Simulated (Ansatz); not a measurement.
Consider the silylene formation by 1,1-elimination: `C[SiH](O)O` → `OO` + `C[SiH]`.

Isolated molecules relaxed with PBE0-D4/def2-TZVP in Ansatz; ΔE leaves out vibrations. CCSD(T)/CBS is the MP2 limit (def2-TZVPP, def2-QZVPP) plus CCSD(T) − MP2 in def2-TZVPP, frozen cores. This one scheme is used for every species. DFT in def2-TZVPP. B3LYP here is the variant with VWN-RPA as its local correlation; programs differ in this. HSE06 is defined as in plane-wave codes. One conformer a species, not always the lowest.

`C[SiH](O)O`:

Cartesian coordinates in Å:
```
C 0.538 1.062 -0.649
Si -0.374 -0.146 0.419
O -1.224 -1.092 -0.627
O 0.629 -1.029 1.381
H 1.188 0.544 -1.359
H -0.163 1.672 -1.224
H 1.156 1.729 -0.042
H -1.281 0.511 1.392
H -1.813 -1.745 -0.247
H 1.344 -1.507 0.956
```

`OO`:

```xyz
4

O    -0.370   -0.609   -0.259
O     0.045    0.431    0.623
H     0.474   -1.034   -0.456
H    -0.148    1.213    0.092
```

`C[SiH]`:

```xyz
6

C    -0.212    0.242    0.420
Si    0.304   -1.364   -0.438
H     0.656    0.906    0.515
H    -0.654    0.092    1.406
H    -0.927    0.783   -0.214
H     0.833   -0.658   -1.689
```

```tsv
level	ΔE (kJ/mol)	difference from CCSD(T)/CBS
LDA (SPW92)	788.0	-1.0
PBE-D4	742.1	-46.9
revPBE-D4	730.5	-58.5
BLYP-D4	734.6	-54.4
r2SCAN-D4	793.7	4.7
B97M-V	773.2	-15.8
PBE0-D4	774.1	-14.9
B3LYP-D4	765.6	-23.4
r2SCANh-D4	800.5	11.5
r2SCAN0-D4	810.5	21.5
HSE06-D4	773.3	-15.7
BHLYP-D4	802.5	13.5
CAM-B3LYP-D4	786.3	-2.7
ωB97M-V	774.8	-14.2
B2PLYP	780.4	-8.6
PBE-QIDH	807.9	18.9
PBE	735.2	-53.8
revPBE	712.7	-76.3
BLYP	720.0	-69.0
r2SCAN	791.9	2.9
PBE0	768.2	-20.8
r2SCANh	798.6	9.6
r2SCAN0	808.4	19.4
HSE06	767.8	-21.2
BHLYP	794.2	5.2
CAM-B3LYP	780.3	-8.7
LC-ωPBE	791.0	2.0
RPA@PBE/def2-TZVPP	732.1	-56.9
HF/def2-SVP	763.3	-25.7
MP2/def2-SVP	772.6	-16.4
CCSD/def2-SVP	731.0	-58.0
MP2/def2-TZVPP	818.3	29.3
SCS-MP2/def2-TZVPP	796.4	7.4
CCSD(T)/def2-TZVPP	775.6	-13.4
HF/def2-QZVPP	805.1	16.1
MP2/def2-QZVPP	827.3	38.3
SCS-MP2/def2-QZVPP	805.9	16.9
HF/CBS(def2)	805.6	16.6
MP2/CBS(def2)	831.7	42.7
CCSD/CBS(def2)	792.6	3.6
CCSD(T)/CBS	789.0	0
```

Largest T1 diagnostic among the species: 0.012.

From r2SCAN to r2SCAN0 (25 % exact exchange), in def2-TZVPP and without D4, ΔE moves by +16.5 kJ/mol. Leaving LDA and LC-ωPBE aside and taking each functional with its dispersion term where it has one, the values spread over 80.0 kJ/mol, from revPBE-D4 to r2SCAN0-D4. LDA lies +52.8 kJ/mol from PBE without D4.
